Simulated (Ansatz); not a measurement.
`CN[SiH](S)Cl` and `CN[SiH](N)S` differ in one atom or group.

Ansatz, PBE0-D4/def2-TZVP geometries, multiplicity 1. Each molecule was computed in one conformer, which needn't be the lowest.

| property | `CN[SiH](S)Cl` |
| --- | --- |
| LUMO energy (PBE0/def2-TZVPP) / eV | 0.14 |
| HOMO–LUMO gap (B3LYP/def2-TZVPP) / eV | 7.11 |
| size of the dipole moment (B3LYP/def2-TZVPP) / D | 1.65 |
| size of the dipole moment (PBE/def2-TZVPP) / D | 1.66 |
| HOMO energy (PBE0/def2-TZVPP) / eV | -7.43 |
| HOMO energy (ωB97M-V/def2-TZVPP) / eV | -9.75 |

Give the same properties after the change, and the shifts. (Best estimate.)

Ansatz gave: 
| property | `CN[SiH](N)S` | shift |
| --- | --- | --- |
| LUMO energy (PBE0/def2-TZVPP) / eV | 0.66 | 0.52 |
| HOMO–LUMO gap (B3LYP/def2-TZVPP) / eV | 6.88 | -0.23 |
| size of the dipole moment (B3LYP/def2-TZVPP) / D | 1.65 | 0.00 |
| size of the dipole moment (PBE/def2-TZVPP) / D | 1.66 | 0.00 |
| HOMO energy (PBE0/def2-TZVPP) / eV | -6.74 | 0.69 |
| HOMO energy (ωB97M-V/def2-TZVPP) / eV | -9.00 | 0.75 |

With PBE0 the HOMO rises by 0.69 eV and the LUMO rises by 0.52 eV, so the gap narrows by about 0.17 eV. PBE moves the HOMO by 0.63 eV and ωB97M-V by 0.75 eV. Dipoles are sizes alone; their direction can turn.

B3LYP here is the variant with VWN-RPA as its local correlation; programs differ in this.
